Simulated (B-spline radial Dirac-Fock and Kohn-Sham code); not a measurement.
Dipole and non-dipole photoemission parameters of Mo⁴⁺ 4d5/2

System: Mo⁴⁺, configuration [Kr] 4d2; threshold 52.23 eV (orbital energy of the model). Method: Dirac-Hartree-Slater photoionisation with a Latter tail; cross sections with all multipoles, angular parameters from the dipole term and its interference with E2. Computed with a B-spline atomic structure program.

The run's input, task.json:

```json
{"items": [{
  "Z": 42,
  "q": 4,
  "cfg": [[1, 0, 2], [2, 0, 2], [2, 1, 6], [3, 0, 2], [3, 1, 6], [3, 2, 10], [4, 0, 2], [4, 1, 6], [4, 2, 2]],
  "A": 98,
  "rrms": 4.4091,
  "do": "xps",
  "hv": [54.4, 59.1, 94.2, 118.0, 149.0, 150, 185.0, 186.0, 187.0, 200, 215.0, 240.0, 333.0, 353.0, 369.0, 400, 445.0, 951.0, 1230.0, 1253.6, 1690.0, 2620.0, 2984.4, 5810.0, 9251.7, 9920.0, 11100.0, 11300.0, 12000, 15000]
}]}
```

Command: `python xray2_run.py task.json out`

For linearly polarised light dσ/dΩ = σ/(4π) [1 + β P₂(cos θ) + (δ + γ cos²θ) sin θ cos φ], with θ from the polarisation vector and φ the angle between the beam and the projection of the electron momentum on the plane normal to the polarisation.

```tsv
hν (eV)	σ (kb)	β	γ	δ
94.2	46.0	-0.822	0.125	-0.010
118	75.3	-0.396	0.101	-0.022
149	96.6	0.228	0.037	-0.016
150	96.8	0.243	0.036	-0.016
185	95.7	0.602	0.002	-0.009
186	95.4	0.610	0.001	-0.009
187	95.2	0.617	0.001	-0.008
200	91.5	0.703	-0.006	-0.006
215	86.4	0.785	-0.012	-0.004
240	77.5	0.891	-0.018	-0.001
333	?	?	?	?
353	45.2	1.143	-0.011	0.010
369	41.9	1.164	-0.008	0.011
400	36.2	1.196	0.000	0.013
445	29.6	1.232	0.014	0.016
951	5.17	1.293	0.218	0.039
1230	2.58	1.256	0.328	0.050
1253.6	2.45	1.252	0.337	0.051
1690	1.02	1.180	0.485	0.069
2620	0.255	1.040	0.725	0.108
2984.4	0.165	0.993	0.798	0.123
5810	0.0154	0.743	1.153	0.240
9251.7	0.00258	0.580	1.359	0.369
9920	0.00195	0.557	1.386	0.392
11100	0.00125	0.521	1.427	0.432
11300	0.00116	0.515	1.433	0.439
12000	0.000909	0.496	1.453	0.462
15000	0.000364	0.426	1.515	0.556
```

Q: Give the values at 333 eV.

A: σ = 49.7 kb, β = 1.114, γ = -0.015, δ = 0.008.
